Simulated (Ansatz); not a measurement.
C₂H₅BO, SMILES `BC(=C)O`, relaxed with RKS PBE-D4/def2-SVP in the Gaussian-basis code of Ansatz from a rough embedded geometry. The force threshold is 0.03 eV/Å; the program also tests the step.

The species carries charge 0 and has multiplicity 1.

Start:

```xyz
9

B     0.910   -0.842   -0.284
C    -0.087    0.282    0.056
C    -1.392    0.019    0.157
O     0.380    1.526    0.343
H     0.536   -1.961   -0.545
H     2.087   -0.611   -0.469
H    -2.067    0.780    0.493
H    -1.763   -1.022    0.043
H     1.395    1.828    0.206
```

```csv
step,energy (eV),largest force (eV/Å),largest move (Å)
1,-4867.1917,3.445,0.000
2,-4867.4887,1.500,0.141
3,-4867.6327,0.583,0.072
4,-4867.6439,1.129,0.043
5,-4867.6553,0.296,0.053
6,-4867.6591,0.130,0.040
7,-4867.6615,0.040,0.014
8,-4867.6616,0.007,0.003
```

End:

```xyz
9

B     0.934   -0.809   -0.327
C    -0.054    0.305    0.079
C    -1.386    0.021    0.208
O     0.372    1.585    0.318
H     0.534   -1.935   -0.536
H     2.126   -0.559   -0.440
H    -2.119    0.793    0.497
H    -1.743   -1.000    0.020
H     1.337    1.599    0.180
```

Run time 59 s (2 threads of an Intel Xeon on a shared host); peak host memory 0.13 GiB.
